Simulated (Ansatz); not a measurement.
`B[C](=C)[AlH2]` + CH₃NH₂ → `BNC` + `C=[CH][AlH2]` at 500 K and 1 bar (ligand exchange at a B–C bond).

Calculated with Ansatz (gas phase, PBE0-D4/def2-TZVP geometries, no zero-point term in ΔE). CBS: MP2 limit from def2 TZ/QZ plus the TZ coupled-cluster correction, frozen cores.

```json
{"species": "`B[C](=C)[AlH2]`", "CCSD(T)/CBS energy (Eh)": "-346.46179", "H − E (kJ/mol)": "216.5", "S (J/(mol·K))": "394.7"}
{"species": "CH₃NH₂", "CCSD(T)/CBS energy (Eh)": "-95.75281", "H − E (kJ/mol)": "191.8", "S (J/(mol·K))": "270.3"}
{"species": "`BNC`", "CCSD(T)/CBS energy (Eh)": "-121.18426", "H − E (kJ/mol)": "231.8", "S (J/(mol·K))": "309.7"}
{"species": "`C=[CH][AlH2]`", "CCSD(T)/CBS energy (Eh)": "-321.08307", "H − E (kJ/mol)": "177.9", "S (J/(mol·K))": "334.5"}
```

H − E and S are ideal-gas, rigid-rotor, harmonic terms from PBE0-D4/def2-TZVP. 1 Eh = 2625.50 kJ/mol, R = 8.31446 J/(mol·K).

Question: By hand: ΔE, ΔH, ΔS and ΔG.

Answer: ΔE = (-121.18426) + (-321.08307) − (-346.46179) − (-95.75281) = -0.05273 Eh = -138.4 kJ/mol. Δ(H − E) = 231.8 + 177.9 − 216.5 − 191.8 = 1.4, so ΔH = -137.0 kJ/mol. ΔS = 309.7 + 334.5 − 394.7 − 270.3 = -20.8 J/(mol·K). ΔG = -137.0 − 500 × (-20.8)/1000 = -126.6 kJ/mol.

Question: By hand: the equilibrium constant, and the temperature at which ΔG would vanish if ΔH and ΔS stayed fixed.

Answer: log₁₀ K = −ΔG/(RT ln 10) = 13.2. ΔG = 0 at ΔH/ΔS = 6587 K, far beyond where these terms or the molecules hold.

ΔH outweighs TΔS. A doubt of 5 kJ/mol in ΔE shifts log₁₀ K by 0.5 here. Modes under 60 cm⁻¹, often nearly free rotors, make the harmonic entropy too high. These are equilibria of isolated gas molecules and say nothing of rates. Largest T1 diagnostic: 0.012 (customary marks: 0.02 for closed shells, 0.045 for open ones).
